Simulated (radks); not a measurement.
The numbers below are computed, except where a source is named.
Cr2+, configuration [Ar] 3d4.

Level of theory: non-relativistic Kohn-Sham, Slater X-alpha with alpha = 0.669, spin-polarised, spherical densities, point nucleus; open shells are filled with parallel spins first (a radial shooting solver on a logarithmic mesh with Libxc functionals).

Energy parts (eV):
part                  energy
total             -28287.910
kinetic            28287.910
electron-nucleus  -66910.055
Hartree            11533.518
exchange           -1199.282

Orbitals (lengths in bohr, moments of r in powers of bohr; <r^-3> diverges for s and p1/2):
orbital  occ.  eigenvalue (eV)       <r^4>  <r^-3>      <r>
1s down     1        -5838.944  0.00007857       -  0.06431
1s up       1        -5838.931  0.00007857       -  0.06431
2s up       1        -676.2963     0.01899       -   0.2971
2s down     1        -674.4381     0.01883       -   0.2966
2p up       3        -578.4125     0.01450   349.5   0.2616
2p down     3        -576.9971     0.01434   350.8   0.2610
3s up       1         -93.4117       1.469       -   0.9074
3s down     1         -88.8139       1.486       -   0.9094
3p up       3         -66.2066       2.070   42.53   0.9601
3p down     3         -61.6604       2.116   42.08   0.9637
3d up       4         -23.3720       8.597   3.490    1.216
3d down     0         -19.0157       10.74   3.368    1.259

The highest occupied level is 3d up at -23.372 eV. The electron density at the nucleus is 9273 e/bohr^3. The density falls to 0.001 e/bohr^3 at r = 3.11 bohr. The spin density at the nucleus is -1.026 e/bohr^3 (1s -0.034, 2s -1.410, 3s 0.418), a Fermi contact field of -53.8 T. Spin moment in Bohr magnetons: 4.
